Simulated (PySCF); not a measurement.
Start geometry of `[CH3][GeH2][NH2]` from GFN2-xTB (Å):
```
atom  x, y, z in Å
C1    -1.4202   -0.2570    0.1836
Ge2    0.2690    0.6569   -0.1540
N3     1.5646   -0.5559    0.1643
H4    -2.2392    0.4624    0.0778
H5    -1.4596   -0.6519    1.1735
H6    -1.6001   -1.0414   -0.5262
H7     0.5641    1.7794    0.8091
H8     0.3374    1.2610   -1.5547
H9     1.4993   -1.4374   -0.2799
H10    2.5352   -0.2371    0.0855
```

What comes out of this run: PBE0-D3(BJ)/def2-SVP geometry optimisation, gas phase (PySCF 2.14.0)?

```
atom  x, y, z in Å
C1    -1.313   -0.179    0.395
Ge2    0.384    0.666   -0.045
N3     1.712   -0.580    0.238
H4    -2.139    0.543    0.319
H5    -1.278   -0.574    1.421
H6    -1.519   -1.012   -0.293
H7     0.697    1.841    0.903
H8     0.327    1.215   -1.498
H9     1.655   -1.392   -0.372
H10    2.653   -0.201    0.161
```

The energy falls by 0.113 eV over 11 energy and gradient evaluations, the largest force component goes from 0.0262 to 1.4e-04 Eh/bohr, and the atoms move by 0.074 Å rms after alignment. The bond that changes most is Ge2–N3 (ends: germanium bonded to C, N and 2 H; nitrogen bonded to Ge and 2 H), which lengthens by 0.040 Å. Bonds longer at the end by more than 0.005 Å: 6 of 9; shorter: 1. Among the angles that change most is Ge2–N3–H9, from 118.2° to 114.0°. Among the dihedrals that turn most is H8–Ge2–N3–H9, from -72° to -58°. Rotational constants go from 12968, 6132, 4531 to 12993, 5920, 4456 MHz. The orientation of the end geometry is arbitrary; only internal coordinates are fixed.

The run used 95 basis functions and 69 SCF cycles in all. Time: 31 s of wall time; peak memory 0.40 GiB. Hardware: one thread of an Arm Neoverse V2, shared host.

PBE0-D3(BJ)/def2-SVP frequencies: not computed here. One conformer, not necessarily the lowest.
